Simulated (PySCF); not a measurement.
# Vertical excitation energies

Species: C4H8NS2Si (charge +1).
Numbering: `[CH3:1][n+:2]1[cH:3][s:4][cH:5][c:6]1[S:7][SiH3:8]` (hydrogens: H9, H10, H11 on C1; H12 on C3; H13 on C5; H14, H15, H16 on Si8)

Computed, not measured: TDDFT B3LYP/def2-SVPD, vertical, gas phase, core orbitals frozen in the response (PySCF 2.14.0, density-fitted response routines). Geometry: GFN2-xTB, one conformer, isolated ion. Torsions of this conformer, `[CH3:1][n+:2]1[cH:3][s:4][cH:5][c:6]1[S:7][SiH3:8]`: C5–C6–S7–Si8 0°.

```csv
state,E (eV),ν̃ (cm⁻¹),f,"main configurations (H = HOMO, L = LUMO)"
S1,3.73,30090,0.022,H→L (98%)
S2,5.26,42430,0.0002,H→L+2 (97%)
S3,5.51,44410,0.0040,H-1→L (98%)
S4,5.51,44470,0.223,H→L+1 (92%)
S5,5.55,44800,0.0043,H→L+3 (97%)
S6,6.04,48700,0.073,H-2→L (90%)
S7,6.11,49300,0.0001,H→L+4 (94%)
S8,6.42,51760,0.167,H-3→L (81%)
```

Triplets, Tamm–Dancoff:

```
state  E (eV)  λ (nm)  main configurations (H = HOMO, L = LUMO)
   T1    2.90   427.1                                 H→L (92%)
   T2    4.26   290.8                               H→L+1 (86%)
   T3    4.74   261.4      H-2→L (63%), H-3→L (24%), H→L+1 (9%)
```

The lowest singlet comes at 332 nm (360 kJ/mol) in the ultraviolet; it is weak; its leading configuration is HOMO→LUMO (98%). The most intense listed level is S4 at 5.51 eV (225 nm, f = 0.223), 1.78 eV above S1. S3/S4 lie within about 0.01 eV of each other. Löwdin shares by element: HOMO sulfur 50% or more, carbon 33% or more (atoms not listed hold the other 18%); LUMO carbon 44% or more, sulfur 27% or more, nitrogen 19%. Orbital energies (eV): HOMO-3 -13.26, HOMO-2 -12.97, HOMO-1 -12.70, HOMO -10.71, LUMO -6.40, LUMO+1 -4.69, LUMO+2 -4.49. The oscillator strengths of these states sum to 0.492; summed over the whole spectrum of an exact calculation they would give the number of electrons, 84 (Thomas–Reiche–Kuhn). The listed states span 2.69 eV, and the widest gap between neighbours is 1.53 eV (S1 to S2). No computed singlet lies in the visible range (380 to 750 nm); the lowest, at 332 nm, stands 0.47 eV above its violet end (3.26 eV); a Tamm–Dancoff triplet lies at 427 nm, without intensity as long as spin–orbit coupling is left out. Singlets were solved by full linear response, triplets in the Tamm–Dancoff approximation.
